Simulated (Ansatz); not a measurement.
```yaml
crystal:
  periodic: [false, false, false]
  atoms:
    - {symbol: Hf, position_ang: [1.906155, 0.146353, 0.520375]}
    - {symbol: Si, position_ang: [-0.299355, 1.148496, -0.528092]}
    - {symbol: Si, position_ang: [1.116526, -0.292629, -1.864905]}
    - {symbol: Si, position_ang: [-0.267097, 0.298055, 1.762208]}
    - {symbol: Si, position_ang: [-2.226836, -0.026463, 0.217642]}
    - {symbol: Si, position_ang: [-0.229393, -1.273812, -0.107229]}
basis:
  gaussian: {orbitals: def2-TZVPD}
hamiltonian: {xc: {name: TPSS}}
output: {forces: true}
```

```sh
$ ansatz run in.yaml --threads 4 --pin off --events-out ev --progress --plain --max-ram 4787MiB
```

It prints (some lines left out):

```
Error: YAML parse error: error: line 12 column 19: hamiltonian.xc: no functional is named "TPSS"; the names, which are not case-sensitive, are SVWN5, SPW92, PBE, PBE0, PBEsol, revPBE, revPBE0, RPBE, rPW86-PBE, HSE06, wPBEh, LC-wPBE, HISS, HF, BLYP, B3LYP, B3LYP5, BHLYP, CAM-B3LYP, r2SCAN, r2SCANh, r2SCAN0, r2SCAN50, m-r2SCAN, B97, wB97, wB97X, wB97X-V, B97M-V, wB97M-V, B2PLYP, B2GP-PLYP, PBE0-DH, PBE-QIDH
10 | basis:
11 |   gaussian: {orbitals: def2-TZVPD}
12 | hamiltonian: {xc: {name: TPSS}}
13 | output: {forces: true}
```

Task: Something in this input is off. What?

Result: The method's name isn't one that the program takes here. The program refused the input.
